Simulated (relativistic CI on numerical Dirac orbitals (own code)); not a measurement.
Sensitivity of the levels of Kr20+ to α and to the nuclear radius

Calculated at this level of theory: Dirac-Coulomb-Breit CI, separate exchange-only KLI orbitals for each configuration, derivatives by finite differences, unscaled Slater integrals, QED left out (own radial code, finite nucleus).

Configurations in the expansion (outside the closed core [Ne]): 3s2.3p4, 3s.3p5, 3s2.3p3.3d, 3p6, 3s.3p4.3d, 3p5.3d, 3p4.3d2, 3p3.3d3. Double excitations out of closed p, d and f shells are left out; levels of such configurations are missing from the list, as are those of other unlisted configurations, and high levels can miss mixing partners.

With x = (α/α₀)² − 1 an excitation energy changes as ω = ω₀ + qx; K = 2q/ω₀ is the relative enhancement. Terms are leading LS components, so labels can repeat. The field-shift factor is F = δν/δ⟨r²⟩ for the transition from the lowest level.

Lowest level 3s2.3p4 3P_2.

| Level | ω₀ (cm⁻¹) | q (cm⁻¹) | F (GHz/fm²) |
| --- | --- | --- | --- |
| 3s2.3p4 3P_0 | 52882 | 21960 | -0.483 |
| 3s2.3p4 3P_1 | 78058 | 89460 | -0.79 |
| 3s2.3p4 1D_2 | 117755 | 85120 | -0.718 |
| 3s2.3p4 1S_0 | 236994 | 158600 | -2.67 |
| 3s.3p5 3P°_2 | 558936 | 100600 | -69.1 |
| 3s.3p5 3P°_1 | 598866 | 122700 | -65.2 |
| 3s.3p5 3P°_0 | 641633 | 178900 | -64.8 |
| 3s2.3p3.3d 5D°_2 | 708093 | 34830 | 0.972 |
| 3s2.3p3.3d 5D°_3 | 709260 | 40140 | 1.44 |
| 3s2.3p3.3d 5D°_0 | 712945 | 59070 | -2.95 |
| 3s2.3p3.3d 5D°_1 | 713536 | 104600 | -27.4 |
| 3s2.3p3.3d 5D°_1 | 717312 | 106600 | -24 |
| 3s2.3p3.3d 5D°_4 | 721324 | 57760 | 1.45 |

At this charge energies of transitions that change n are usually good to better than 1 %, and those within a shell (Δn = 0) to a few per cent.

Q: Which transition from the lowest level has the largest |K|?

A: 3s2.3p4 3P_1 at 78058 cm⁻¹, K = 2.29.
